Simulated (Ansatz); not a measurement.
`C[SiH2]N(C)C` and `C[N](C)[GeH3]` differ in one atom or group.

Ansatz, PBE0-D4/def2-TZVP geometries, multiplicity 1. Each molecule was computed in one conformer, which needn't be the lowest.

Scalar relativity is left out up to krypton.

```json
{"property": "LUMO energy (PBE/def2-TZVPP) / eV", "`C[SiH2]N(C)C`": "0.22"}
{"property": "HOMO energy (ωB97M-V/def2-TZVPP) / eV", "`C[SiH2]N(C)C`": "-8.56"}
{"property": "size of the dipole moment (ωB97M-V/def2-TZVPP) / D", "`C[SiH2]N(C)C`": "0.83"}
{"property": "HOMO energy (PBE0/def2-TZVPP) / eV", "`C[SiH2]N(C)C`": "-6.25"}
{"property": "HOMO energy (PBE/def2-TZVPP) / eV", "`C[SiH2]N(C)C`": "-4.95"}
{"property": "HOMO–LUMO gap (ωB97M-V/def2-TZVPP) / eV", "`C[SiH2]N(C)C`": "11.06"}
```

(1) Give the same properties after the change, and the shifts. (An estimate is asked.)

## Answers

(1) Computed: 
| property | `C[N](C)[GeH3]` | shift |
| --- | --- | --- |
| LUMO energy (PBE/def2-TZVPP) / eV | -0.22 | -0.44 |
| HOMO energy (ωB97M-V/def2-TZVPP) / eV | -8.53 | 0.03 |
| size of the dipole moment (ωB97M-V/def2-TZVPP) / D | 0.46 | -0.37 |
| HOMO energy (PBE0/def2-TZVPP) / eV | -6.24 | 0.01 |
| HOMO energy (PBE/def2-TZVPP) / eV | -4.93 | 0.02 |
| HOMO–LUMO gap (ωB97M-V/def2-TZVPP) / eV | 10.77 | -0.29 |

The zero-point energy changes by -81.3 kJ/mol with -9 modes. Dipoles are sizes alone; their direction can turn.
